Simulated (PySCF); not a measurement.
C₄H₃O (SMILES [c]1ccoc1), doublet, geometry from GFN2-xTB. Base run: TPSS/6-31G** (PySCF).

PySCF was given this input:
```python
from pyscf import gto, scf, dft

mol = gto.M(
    atom='''
O     0.003210    0.037124    1.100777
C    -0.004705    1.132784    0.306132
C     0.006077   -1.038904    0.290733
C    -0.006685    0.732466   -0.983357
C     0.000199   -0.672687   -1.022982
H    -0.008057    2.094604    0.774367
H     0.012330   -2.003975    0.757835
H     0.000727   -1.309578   -1.881567
''',
    basis='6-31g**',
    charge=0,
    spin=1,
    verbose=4,
)

mf = dft.UKS(mol)
mf.xc = 'tpss'
mf.kernel()
mf.analyze()
```

Each row names what was changed in the base input (with any setting that the change needs).

| change | ΔE vs base (mEh) | SCF cycles | <S^2> | outcome |
|---|---|---|---|---|
| base | 0.000 | 14 | 0.758 | converged |
| conv_tol_grad = 1e-3 | 0.000 | 14 | 0.758 | converged |
| level_shift = 1.0 (with mf.max_cycle = 100) | - | 100 | - | not converged |
| init_guess = huckel | 0.000 | 16 | 0.758 | converged |
| diis = off; damp = 0.6 (with mf.diis_start_cycle = 200; with mf.max_cycle = 150) | 0.000 | 31 | 0.758 | converged |
| diis = off; damp = 0.3 (with mf.diis_start_cycle = 200; with mf.max_cycle = 150) | - | 150 | - | not converged |
| diis_space = 4 | 0.000 | 18 | 0.758 | converged |
| solver = newton | 0.000 | - | 0.758 | converged |
| conv_tol = 1e-4 | 0.020 | 7 | 0.757 | converged |
| conv_tol_grad = 1e-7 | 0.000 | 23 | 0.758 | converged |
| diis = off (with mf.max_cycle = 100) | - | 100 | - | not converged |
| diis_space = 2 | - | 50 | - | not converged |
| level_shift = 0.3 (with mf.max_cycle = 100) | 0.000 | 20 | 0.758 | converged |

Open shells are given as the SCF converged; they aren't shown to be the lowest states, and a large step between rows can be another state.
